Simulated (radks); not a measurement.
Results of a calculation; reference values are marked as such.
Problem. The mean radii <r> (bohr) of the occupied orbitals of an atom or ion are listed with their occupations. Code: a radial shooting solver on a logarithmic mesh with Libxc functionals. Model: scalar-relativistic Kohn-Sham, LDA (Slater exchange, Perdew-Wang correlation), spin-polarised, spherical densities, finite nucleus; Fermi nuclear charge, rms radius of each element as measured or else 0.836 A^(1/3) + 0.57 fm.

orbital  occ.      <r>
1s down     1  0.01868
1s up       1  0.01868
2s up       1  0.07901
2s down     1  0.07901
2p up       3  0.07058
2p down     3  0.07058
3s up       1   0.2050
3s down     1   0.2050
3p up       3   0.2050
3p down     3   0.2050
3d up       5   0.1857
3d down     5   0.1857
4s up       1   0.4591
4s down     1   0.4591
4p up       3   0.4880
4p down     3   0.4880
4d up       5   0.5234
4d down     5   0.5233
5s up       1    1.091
5s down     1    1.089
5p up       3    1.264
5p down     3    1.260
4f up       7   0.6354
4f down     7   0.6337
5d up       1    1.729

Name the element and its charge. Open shells, if any, are filled with parallel spins first.

Solution. Z = 73, tantalum, charge +4: Ta4+ in [Xe] 4f14 5d1. The 1s radius gives Z: for a bare nucleus <r> = (2 gamma + 1)/(2Z) with gamma = sqrt(1 - (Z/c)^2), 0.01844 bohr for Z = 73, and screening makes it slightly larger (0.01868 here). The occupations add up to 69, and the charge is Z minus that.
